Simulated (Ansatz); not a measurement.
The same path of CH4SSeSi (8 atoms, charge 0, multiplicity 1) was run 3 times with different band settings. Lost on the way: Si3–H6. Made: Se4–H6.

Computed with Ansatz 0.2.0, RKS PBE-D4/def2-SVP.

Relaxed end points:

```xyz
8
Properties=species:S:1:pos:R:3
S -0.033 2.642 -1.043
C -0.121 1.487 0.108
Si 0.129 -0.336 -0.367
Se -0.319 -1.561 1.539
H -0.312 1.769 1.169
H 1.547 -0.529 -0.832
H -0.798 -0.679 -1.500
H 0.000 -2.849 0.871
```

```xyz
8
Properties=species:S:1:pos:R:3
S 0.005 2.777 -1.040
C 0.141 1.384 -0.163
Si 0.371 -0.087 -1.318
Se -0.103 -1.978 0.443
H 0.215 1.422 0.950
H -0.650 -1.232 1.614
H -1.118 -0.286 -1.644
H 1.229 -2.058 1.102
```

Common settings: movable images 5; climbing image yes; optimiser quadratic models (default); start path through a guess of the saddle point; iteration limit 60; end points relaxed.

| run | spring | force threshold |
| --- | --- | --- |
| 1 | 5.0 eV/Å² | 0.03 eV/Å |
| 2 | 20.0 eV/Å² | 0.03 eV/Å |
| 3 | 5.0 eV/Å² | 0.5 eV/Å |

(1) What does each run give, and how far can it be trusted?

Answers

(1) Run 1: converged after 38 iterations, highest image 2.011 eV above the first end. The profile has 2 maxima (images 3, 5) with wells between them (image 4): this band takes more than one step, which may be the mechanism or a detour left from its start path. A vibrational analysis at the climbing image gives one clearly imaginary mode, 382i cm⁻¹: a first-order saddle point.
Run 2: converged after 37 iterations, highest image 2.011 eV above the first end. The profile has 2 maxima (images 3, 5) with wells between them (image 4): this band takes more than one step, which may be the mechanism or a detour left from its start path. Another band between the same ends (5 images) ends at a top of the same energy, where a vibrational analysis finds 1 clearly imaginary mode.
Run 3: converged after 8 iterations, highest image 2.119 eV above the first end. The threshold of 0.5 eV/Å is loose, so the images may lie well off the minimum-energy path. Neighbouring images differ by up to 1.5 eV, so the band resolves the path poorly. The order of the stationary point at the top wasn't checked.
The orbitals stay closed-shell, which can raise the energy where a bond breaks towards radicals; this wasn't checked here.
